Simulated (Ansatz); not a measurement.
Isolated molecules relaxed with PBE0-D4/def2-TZVP in Ansatz; ΔE leaves out vibrations. CCSD(T)/CBS adds triple-zeta CCSD(T) − MP2 to the extrapolated MP2 energy (def2 sets, frozen cores). This one scheme is used for every species. DFT in def2-TZVPP. For Ge outer-core shells are correlated without core-valence functions, which leaves a few kJ/mol of doubt a bond. Scalar relativity is left out up to krypton. Each species was taken in one conformer, which may not be the lowest.

Reaction (formal exchange of groups at a C–O bond): `CCOBF` + `[OH][GeH2][OH]` → `C[CH2][GeH]([OH])[OH]` + `OBF`

`CCOBF`:

```xyz
11

C    -1.401    0.165   -0.541
C    -0.222    0.611    0.287
O     0.481   -0.516    0.791
B     1.722   -0.812    0.386
F     2.294   -1.895    0.893
H    -1.972    1.032   -0.880
H    -2.061   -0.477    0.044
H    -1.071   -0.393   -1.421
H    -0.554    1.193    1.150
H     0.455    1.239   -0.303
H     2.328   -0.147   -0.406
```

`[OH][GeH2][OH]`:

Z-matrix (Å, degrees):
```
Ge
O 1 1.773
O 1 1.776 2 110.8
H 1 1.525 2 104.9 3 114.7
H 1 1.543 2 109.7 3 -119.9
H 2 0.959 1 113.6 3 70.1
H 3 0.959 1 113.3 2 -91.5
```

`C[CH2][GeH]([OH])[OH]`:

```xyz
13

C    -0.915    0.236   -1.623
C    -0.725   -0.646   -0.396
Ge    0.764   -0.097    0.710
O     0.798   -1.229    2.080
O     0.423    1.543    1.323
H    -1.076    1.278   -1.340
H    -1.778   -0.086   -2.211
H    -0.043    0.204   -2.283
H    -1.608   -0.621    0.249
H    -0.568   -1.691   -0.673
H     2.152   -0.051    0.026
H     1.376   -0.946    2.791
H     1.199    2.105    1.346
```

`OBF`:

```xyz
5

O    -0.448    0.899    0.009
B     0.340   -0.182    0.146
F    -0.006   -1.341   -0.412
H    -1.241    0.731   -0.511
H     1.354   -0.107    0.768
```

```tsv
level	ΔE (kJ/mol)
PBE-D4	-72.9
r2SCAN-D4	-72.8
ωB97X-V	-69.7
MP2/def2-TZVPP	-84.9
CCSD/def2-TZVPP	-76.2
CCSD(T)/def2-TZVPP	-77.3
MP2/def2-QZVPP	-86.0
CCSD/CBS(def2)	-79.2
```

What does CCSD(T)/CBS give? (An estimate is asked.)

Ansatz gave: -80.3 kJ/mol. The listed levels differ from it by 7.4, 7.5, 10.6, -4.6, 4.1, 3.0, -5.7, 1.1 kJ/mol.

Largest T1 diagnostic among the species: 0.013.

The D4 term adds −5.0 kJ/mol with B3LYP and −2.8 kJ/mol with PBE0; it sums over pairs of atoms, weighted by their polarisabilities, and B3LYP, whose exchange is more repulsive, gets the larger term. In def2-TZVPP, CCSD(T) changes the Hartree–Fock value by −17.9 kJ/mol (the triples alone add −1.1 kJ/mol) and MP2 by −25.5 kJ/mol.

B3LYP here is the variant with VWN-RPA as its local correlation; programs differ in this.
